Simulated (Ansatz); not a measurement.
Consider the redistribution: `[GeH3][C]#[C][GeH3]` + `F[SiH2]O[SiH3]` → `[SiH3][O][GeH3]` + `F[SiH2]C#[C][GeH3]`.

Isolated molecules relaxed with PBE0-D4/def2-TZVP in Ansatz; ΔE leaves out vibrations. CCSD(T)/CBS is the MP2 limit (def2-TZVPP, def2-QZVPP) plus CCSD(T) − MP2 in def2-TZVPP, frozen cores. Functionals use def2-TZVPP. For Ge outer-core shells are correlated without core-valence functions, which leaves a few kJ/mol of doubt a bond. Scalar relativity is left out up to krypton. One conformer a species, not always the lowest.

```tsv
level	ΔE (eV)
PBE-D4	0.66
CCSD(T)/def2-TZVPP	0.76
```

(1) What does CCSD(T)/CBS give? (Estimate.)

Largest T1 diagnostic among the species: 0.012.

## Answers

(1) The calculation gave: +0.76 eV. The listed levels differ from it by -0.10, 0.00 eV.

From PBE to PBE0 (25 % exact exchange), in def2-TZVPP and without D4, ΔE moves by +0.05 eV. At CCSD(T), def2-SVP lies −0.12 eV from the extrapolated value and def2-TZVPP +0.00 eV.
